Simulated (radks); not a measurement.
Question: Species: the ytterbium ion Yb2+. Configuration: [Kr] 4d10 4f14 5s2 5p5.75 6p0.25 (fractional occupations, a model configuration). Calculated with a radial shooting solver on a logarithmic mesh with Libxc functionals: Dirac Kohn-Sham, PBE, spin-unpolarised, spherical densities, point nucleus; open shells fill j = l - 1/2 first. Some entries of the table are withheld. Estimate them.

orbital  occ.  eigenvalue (eV)  <r^2> (bohr^2)  <1/r> (bohr^-1)
1s1/2       2        -61185.19       0.0005298            80.67
2s1/2       2        -10373.34        0.008150            19.47
2p1/2       2        -9893.913        0.005860            19.44
2p3/2       4        -8846.773        0.007072            16.69
3s1/2       2        -2350.469         0.05358            7.137
3p1/2       2        -2139.172         0.04944              (1)
3p3/2       4        -1916.901         0.05619              (2)
3d3/2       4              (3)         0.04401            6.234
3d5/2       6              (4)         0.04587            6.063
4s1/2       2        -475.4170          0.2690            2.985
4p1/2       2        -389.9612          0.2801            2.874
4p3/2       4        -339.6829          0.3176            2.629
4d3/2       4        -199.2979             (5)            2.405
4d5/2       6        -190.1502             (6)            2.345
5s1/2       2         -71.2493           1.638            1.107
5p1/2       2         -48.0945           2.094           0.9718
5p3/2    3.75         -41.8963           2.452           0.8867
4f5/2       6         -19.9999          0.7954            1.756
4f7/2       8         -18.6772          0.8439            1.723
6s1/2       0         -16.0357           11.61           0.3929
5d3/2       0         -14.6667           6.482           0.5502
5d5/2       0         -14.2671           6.837           0.5340
6p1/2    0.25         -11.7451             (7)              (8)
6p3/2       0         -11.0355             (9)             (10)

Answer: 
(1) 3p1/2 <1/r> (bohr^-1): 7.051
(2) 3p3/2 <1/r> (bohr^-1): 6.345
(3) 3d3/2 eigenvalue (eV): -1557.820
(4) 3d5/2 eigenvalue (eV): -1509.262
(5) 4d3/2 <r^2> (bohr^2): 0.3563
(6) 4d5/2 <r^2> (bohr^2): 0.3712
(7) 6p1/2 <r^2> (bohr^2): 16.81
(8) 6p1/2 <1/r> (bohr^-1): 0.3254
(9) 6p3/2 <r^2> (bohr^2): 18.83
(10) 6p3/2 <1/r> (bohr^-1): 0.3070
